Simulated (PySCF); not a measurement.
Compound: C4H2N2S.
Numbering: `[C-:1]#[N+:2][c:3]1[n:4][cH:5][cH:6][s:7]1` (hydrogens: H8 on C5; H9 on C6)
Bond orders are those of one Lewis drawing.

Computed by this run: PySCF 2.14.0, PBE0-D3(BJ)/def2-SVP geometry optimisation, gas phase; density fitting, grid level 1; the optimiser is geomeTRIC in internal coordinates, started from a GFN2-xTB structure.

Step 0: E = -17973.1692 eV
```
atom  x, y, z in Å  |  force x, y, z in eV/Å
C1      3.4860   -0.1687   -0.3542    1.132  -0.130   0.004
N2      2.3238   -0.0394   -0.3578   -0.034   0.017  -0.002
C3      0.9982    0.1309   -0.3653   -0.816   0.843  -0.154
N4      0.1327   -0.8006   -0.1641    0.359  -0.739   0.138
C5     -1.1269   -0.3310   -0.2315    0.100   0.197  -0.041
C6     -1.2409    1.0006   -0.4923    0.336   0.226  -0.053
S7      0.3042    1.7258   -0.6672    0.101  -0.470   0.094
H8     -1.9425   -1.0136   -0.0803   -0.568  -0.310   0.074
H9     -2.1309    1.5879   -0.5902   -0.609   0.366  -0.060
```

Step 1: E = -17973.2156 eV
```
atom  x, y, z in Å  |  force x, y, z in eV/Å
C1      3.5168   -0.1667   -0.3552    0.069  -0.008   0.000
N2      2.3464   -0.0320   -0.3598   -0.193   0.066  -0.009
C3      0.9944    0.1405   -0.3677    0.171  -0.263   0.055
N4      0.1401   -0.8171   -0.1612    0.014   0.070  -0.018
C5     -1.1286   -0.3344   -0.2309   -0.066  -0.069   0.015
C6     -1.2465    1.0048   -0.4932   -0.044   0.059  -0.010
S7      0.3098    1.7054   -0.6622   -0.058   0.142  -0.030
H8     -1.9747   -1.0093   -0.0798    0.055   0.022  -0.007
H9     -2.1540    1.6007   -0.5929    0.053  -0.020   0.005
```

Question: Estimate the geometry and energy of step 2. (The exact step hangs on the optimiser's Hessian estimate; all steps are aligned on step 1, rigid shifts and turns removed.)

Answer: E = -17973.2167 eV, largest force 0.081 eV/Å
```
atom  x, y, z in Å  |  force x, y, z in eV/Å
C1      3.5184   -0.1581   -0.3566    0.018  -0.001   0.000
N2      2.3465   -0.0309   -0.3597   -0.078  -0.023   0.006
C3      0.9957    0.1323   -0.3658    0.004  -0.055   0.006
N4      0.1363   -0.8202   -0.1609    0.059   0.025  -0.003
C5     -1.1316   -0.3349   -0.2308   -0.002  -0.004   0.001
C6     -1.2462    1.0054   -0.4931    0.021  -0.004  -0.004
S7      0.3112    1.7027   -0.6631   -0.028   0.065  -0.006
H8     -1.9765   -1.0086   -0.0801    0.006  -0.005   0.000
H9     -2.1501    1.6041   -0.5928    0.000   0.002   0.000
```

The energy changes by -0.0011 eV. The first-order estimate −F·Δx gives -0.0022 eV and the mean of the old and new forces, exact on a quadratic surface, -0.0011 eV. The step makes an angle of 71° with the force vector and moves no atom by more than 0.009 Å.

What follows is the cost of the whole optimisation. Time: 30 s of wall time; peak memory 0.53 GiB. Hardware: one thread of an Arm Neoverse N1, shared host with 64 logical CPUs at a one-minute load of 56.
